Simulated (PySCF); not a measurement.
# Electronic structure of Rh⁺ (rhodium, charge +1) at the UHF level

Configuration: [Kr] 4d8, high-spin 3F determinant. Calculation: PySCF 2.14, in x2c-TZVPall; scalar relativity by spin-free X2C-1e.

| Quantity | Value |
| --- | --- |
| Total energy | -4780.955317 hartree |
| One-electron energy | -6583.1871 hartree |
| Hartree (Coulomb) energy | 1939.7874 hartree |
| Exchange energy | -137.5556 hartree |
| ⟨S²⟩ | 2.0034 |
| ⟨L²⟩ | 12.035 |
| Sum of ⟨r⟩ | 28.58 bohr |
| Sum of ⟨r²⟩ | 36.04 bohr² |
| Langevin diamagnetic susceptibility | -28.5 ×10⁻⁶ cm³/mol |
| Time after the integrals | 0.38 s of wall time on 1 thread of Neoverse-V2 (shared host) |

```
shell  electrons  mean orbital energy (hartree)  spread (hartree)  rms radius, mean of both spins (bohr)
 1s β          1                     -858.05943                 0                                 0.0374
 1s α          1                     -858.05898                 0                                 0.0374
 2s α          1                     -127.64202                 0                                  0.154
 2s β          1                     -127.62178                 0                                  0.154
 2p α          3                     -114.22131                 0                                  0.137
 2p β          3                     -114.20123                 0                                  0.137
 3s α          1                      -24.32663                 0                                  0.415
 3s β          1                      -24.31663                 0                                  0.415
 3p α          3                      -19.79404                 0                                  0.419
 3p β          3                      -19.78156                 0                                  0.419
 3d α          5                      -12.54034           0.01041                                  0.403
 3d β          5                      -12.51128           0.03960                                  0.403
 4s α          1                       -4.05137                 0                                   1.05
 4s β          1                       -3.92997                 0                                   1.05
 4p α          3                       -2.70272                 0                                   1.17
 4p β          3                       -2.54626                 0                                   1.17
 4d α          5                       -0.73779           0.03818                                   1.67
 4d β          3                       -0.67612                 0                                   1.67
```

Densities and radii are taken from the X2C orbitals without a picture-change correction, which distorts them close to the nucleus.
